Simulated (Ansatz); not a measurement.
The same molecule with X = F, Cl, Br. Ansatz, PBE0-D4/def2-TZVP geometries, multiplicity 1. Each molecule was computed in one conformer, which needn't be the lowest.

Elements past krypton have def2 core potentials. Scalar relativity is left out up to krypton.

```tsv
X	molecule	mean X–Sn bond length / Å	LUMO energy (B3LYP/def2-TZVPP) / eV	size of the dipole moment (B3LYP/def2-TZVPP) / D	LUMO energy (PBE/def2-TZVPP) / eV
F	`C[CH2][Sn][F]`	1.954	-2.79	2.72	-3.23
Br	`C[CH2][Sn][Br]`	2.538	-3.04	2.88	-3.49
```

Give the row for X = Cl, `C[CH2][Sn][Cl]`. (Best estimate.)

Ansatz gave: 
| X | molecule | mean X–Sn bond length / Å | LUMO energy (B3LYP/def2-TZVPP) / eV | size of the dipole moment (B3LYP/def2-TZVPP) / D | LUMO energy (PBE/def2-TZVPP) / eV |
| --- | --- | --- | --- | --- | --- |
| Cl | `C[CH2][Sn][Cl]` | 2.384 | -2.98 | 2.84 | -3.44 |

From F to Br the mean X–Sn bond length rises at each step, by 0.584 Å in all; the LUMO energy (B3LYP/def2-TZVPP) falls at each step, by 0.25 eV in all; the LUMO energy (PBE/def2-TZVPP) falls at each step, by 0.26 eV in all. Bonds lengthen as the atom grows down the group. Dipoles are sizes alone, and their direction can turn along the series.

B3LYP here is the variant with VWN-RPA as its local correlation; programs differ in this.
